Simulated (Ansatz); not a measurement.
`C=C[SiH](F)[SiH2]F` and `C=C[SiH](F)[GeH3]` differ in one atom or group.

Ansatz, PBE0-D4/def2-TZVP geometries, multiplicity 1. Each molecule was computed in one conformer, which needn't be the lowest.

Scalar relativity is left out up to krypton.

| property | `C=C[SiH](F)[SiH2]F` |
| --- | --- |
| HOMO–LUMO gap (PBE0/def2-TZVPP) / eV | 6.60 |
| HOMO energy (ωB97M-V/def2-TZVPP) / eV | -9.88 |
| HOMO energy (PBE/def2-TZVPP) / eV | -6.68 |
| HOMO energy (B3LYP/def2-TZVPP) / eV | -7.62 |
| LUMO energy (B3LYP/def2-TZVPP) / eV | -1.40 |
| HOMO–LUMO gap (B3LYP/def2-TZVPP) / eV | 6.22 |

Question: Give the same properties after the change, and the shifts. (Estimate.)

Answer: Ansatz gave: 
| property | `C=C[SiH](F)[GeH3]` | shift |
| --- | --- | --- |
| HOMO–LUMO gap (PBE0/def2-TZVPP) / eV | 6.79 | 0.19 |
| HOMO energy (ωB97M-V/def2-TZVPP) / eV | -9.93 | -0.05 |
| HOMO energy (PBE/def2-TZVPP) / eV | -6.76 | -0.08 |
| HOMO energy (B3LYP/def2-TZVPP) / eV | -7.68 | -0.06 |
| LUMO energy (B3LYP/def2-TZVPP) / eV | -1.29 | 0.11 |
| HOMO–LUMO gap (B3LYP/def2-TZVPP) / eV | 6.39 | 0.17 |

With PBE0 the HOMO falls by 0.06 eV and the LUMO rises by 0.13 eV, so the gap widens by about 0.19 eV. PBE moves the HOMO by -0.08 eV and ωB97M-V by -0.05 eV.

B3LYP here is the variant with VWN-RPA as its local correlation; programs differ in this.
